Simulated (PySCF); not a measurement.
**Ionisation energy of Os by level of theory**

Os [Xe] 4f14 5d6 6s2 (5D) → Os⁺ [Xe] 4f14 5d6 6s1 (6D), as a difference of total energies. All numbers are calculated (PySCF 2.14, scalar relativity through the core potential, in def2-QZVPPD with the def2 core potential (60 electrons)). Correlated levels: valence: 5s2 5p6 frozen. The calculations carry no spin-orbit coupling.

Order these methods by the ionisation energy they give, lowest first.
A. CCSD (valence)
B. SCS-MP2 (valence)
C. UHF
D. MP2 (valence)

C (6.506 eV), A (8.005 eV), D (8.026 eV), B (8.251 eV).

Errors of the correlated levels include the incompleteness of this basis and the frozen core.

For comparison: 8.473 eV (measured; NIST levels, between the centres of gravity of the two terms).
